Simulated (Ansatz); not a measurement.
Consider the redistribution: `O[Si](O)(O)O[SiH2]F` + `BNB` → `BN[SiH2]F` + `BO[Si](O)(O)O`.

Gas-phase electronic energies from Ansatz, PBE0-D4/def2-TZVP geometries. CCSD(T)/CBS adds triple-zeta CCSD(T) − MP2 to the extrapolated MP2 energy (def2 sets, frozen cores). DFT in def2-TZVPP. B3LYP here is the variant with VWN-RPA as its local correlation; programs differ in this. HSE06 is defined as in plane-wave codes. One conformer a species, not always the lowest.

```csv
level,ΔE (kJ/mol),difference from CCSD(T)/CBS
LDA (SPW92),34.7,-8.5
PBE-D4,36.1,-7.1
revPBE-D4,35.4,-7.8
r2SCAN-D4,41.3,-1.9
B97M-V,40.9,-2.3
PBE0-D4,41.0,-2.2
B3LYP-D4,43.0,-0.2
r2SCAN0-D4,44.2,1.0
HSE06-D4,41.0,-2.2
BHLYP-D4,48.5,5.3
CAM-B3LYP-D4,44.1,0.9
ωB97X-V,41.6,-1.6
ωB97M-V,41.2,-2.0
B2PLYP,43.1,-0.1
PBE-QIDH,43.4,0.2
PBE,35.8,-7.4
revPBE,36.2,-7.0
BLYP,39.0,-4.2
r2SCAN,41.0,-2.2
r2SCANh,42.2,-1.0
r2SCAN0,43.8,0.6
HSE06,40.5,-2.7
BHLYP,47.5,4.3
CAM-B3LYP,43.4,0.2
LC-ωPBE,40.5,-2.7
RPA@PBE/def2-TZVPP,40.0,-3.2
HF/def2-SVP,45.7,2.5
MP2/def2-SVP,32.9,-10.3
CCSD/def2-SVP,33.2,-10.0
CCSD(T)/def2-SVP,30.7,-12.5
HF/def2-TZVPP,52.8,9.6
SCS-MP2/def2-TZVPP,44.3,1.1
CCSD/def2-TZVPP,44.2,1.0
CCSD(T)/def2-TZVPP,42.1,-1.1
HF/def2-QZVPP,53.6,10.4
MP2/def2-QZVPP,44.3,1.1
SCS-MP2/def2-QZVPP,45.2,2.0
HF/CBS(def2),53.7,10.5
MP2/CBS(def2),44.5,1.3
CCSD/CBS(def2),45.3,2.1
CCSD(T)/CBS,43.2,0
```

Largest T1 diagnostic among the species: 0.012.

At CCSD(T), def2-SVP lies −12.5 kJ/mol from the extrapolated value and def2-TZVPP −1.1 kJ/mol. Leaving LDA and LC-ωPBE aside and taking each functional with its dispersion term where it has one, the values spread over 13.1 kJ/mol, from revPBE-D4 to BHLYP-D4.
